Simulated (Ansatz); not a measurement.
`C#[C][GeH2][Cl]` + H₂S → `[SH][GeH2][Cl]` + acetylene at 500 K and 1 bar (ligand exchange at a Ge–C bond).

Gas-phase electronic energies from Ansatz, PBE0-D4/def2-TZVP geometries. CCSD(T)/CBS adds triple-zeta CCSD(T) − MP2 to the extrapolated MP2 energy (def2 sets, frozen cores). This one scheme is used for every species. For Ge outer-core shells are correlated without core-valence functions, which leaves a few kJ/mol of doubt a bond. Scalar relativity is left out up to krypton. One conformer a species, not always the lowest.

```tsv
species	CCSD(T)/CBS energy (Eh)	H − E (kJ/mol)	S (J/(mol·K))
`C#[C][GeH2][Cl]`	-2613.77047	132.6	375.5
H₂S	-398.97279	57.0	224.0
`[SH][GeH2][Cl]`	-2935.52817	104.5	364.3
`C#C`	-77.22717	90.7	225.3
```

H − E and S are ideal-gas, rigid-rotor, harmonic terms from PBE0-D4/def2-TZVP, for one conformer and one mirror image of each species. 1 Eh = 2625.50 kJ/mol, R = 8.31446 J/(mol·K).

Problem. By hand: ΔE, ΔH, ΔS and ΔG.

Solution. ΔE = (-2935.52817) + (-77.22717) − (-2613.77047) − (-398.97279) = -0.01208 Eh = -31.7 kJ/mol. Δ(H − E) = 104.5 + 90.7 − 132.6 − 57.0 = 5.6, so ΔH = -26.1 kJ/mol. ΔS = 364.3 + 225.3 − 375.5 − 224.0 = -9.9 J/(mol·K). ΔG = -26.1 − 500 × (-9.9)/1000 = -21.2 kJ/mol.

Problem. By hand: the equilibrium constant, and the temperature at which ΔG would vanish if ΔH and ΔS stayed fixed.

Solution. log₁₀ K = −ΔG/(RT ln 10) = 2.2. ΔG = 0 at ΔH/ΔS = 2636 K, far beyond where these terms or the molecules hold.

The number of gas molecules stays the same, so ΔS is small and ΔH decides. A doubt of 5 kJ/mol in ΔE shifts log₁₀ K by 0.5 here. Other conformers and mirror images would add mixing entropy, several J/(mol·K) or more a flexible species. These are equilibria of isolated gas molecules and say nothing of rates. Largest T1 diagnostic: 0.013 (customary marks: 0.02 for closed shells, 0.045 for open ones).
